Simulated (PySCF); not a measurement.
**`[CH3][GeH2]/[CH]=C1/[C@H](F)[C@H]1Cl`, C$_{5}$H$_{8}$ClFGe**

Geometry:
```tsv
atom	x (Å)	y (Å)	z (Å)
C1	2.281	0.885	0.473
Ge2	1.677	-0.920	-0.008
C3	-0.177	-1.250	0.555
C4	-1.176	-0.449	0.273
C5	-2.599	-0.094	0.381
F6	-3.530	-0.794	-0.333
C7	-1.632	0.775	-0.391
Cl8	-1.205	2.352	0.277
H9	1.657	1.633	-0.008
H10	2.221	1.033	1.548
H11	3.311	1.045	0.163
H12	2.516	-1.982	0.645
H13	1.768	-1.140	-1.492
H14	-0.387	-2.144	1.129
H15	-3.024	0.251	1.317
H16	-1.708	0.809	-1.470
```

Computed with TDDFT B3LYP/def2-SVPD circular dichroism and optical rotation, one conformer, gas phase in PySCF 2.14.0. Geometry: GFN2-xTB.

The molecule is flexible and this is one conformer; a measurement averages over conformers. The calculation is non-relativistic, which matters for the atoms heavier than Zn.

Question: What are the CIP labels of the stereocentres?

Answer: C5 S, C7 S.

Question: List the lowest 12 singlet excitations with oscillator and rotatory strengths.

Answer: Rotatory strengths R in 10⁻⁴⁰ esu² cm², velocity form and length form (origin at the centre of mass); f in length form.
```tsv
state	E (eV)	λ (nm)	f	R (velocity)	R (length)	main
1	4.84	256	0.006	-23.8	-21.4	HOMO→LUMO 0.97
2	5.10	243	0.002	-3.1	-2.2	HOMO−1→LUMO 0.64, HOMO−2→LUMO 0.34
3	5.89	210	0.256	-19.0	-19.5	HOMO−2→LUMO 0.57, HOMO−1→LUMO 0.29
4	6.20	200	0.013	-23.8	-23.6	HOMO−4→LUMO 0.70, HOMO−3→LUMO 0.26
5	6.41	194	0.042	-13.0	-13.2	HOMO−3→LUMO 0.61, HOMO−4→LUMO 0.28
6	6.91	179	0.077	-10.9	-10.7	HOMO−5→LUMO 0.84
7	7.23	171	0.006	+1.7	+1.2	HOMO→LUMO+1 0.57, HOMO−6→LUMO 0.18
8	7.28	170	0.011	-9.4	-10.6	HOMO−6→LUMO 0.46, HOMO→LUMO+1 0.32
9	7.35	169	0.016	-17.4	-16.9	HOMO→LUMO+2 0.62, HOMO−6→LUMO 0.18
10	7.41	167	0.039	+29.6	+29.7	HOMO−1→LUMO+1 0.56, HOMO−1→LUMO+2 0.13
11	7.43	167	0.007	+15.5	+15.0	HOMO−7→LUMO 0.77, HOMO−1→LUMO+1 0.09
12	7.47	166	0.008	+14.0	+13.7	HOMO−1→LUMO+2 0.30, HOMO−2→LUMO+1 0.20
```

Among the states computed, the strongest CD band (largest |R|) is state 10. The largest dissymmetry factor in size, g = 4R/(D+G), with D and G the electric and magnetic dipole strengths, is +0.026 for state 11 (velocity form, f = 0.007), among bands with |R| over 0.5. The mirror image has the same energies and oscillator strengths and all R with the opposite sign.
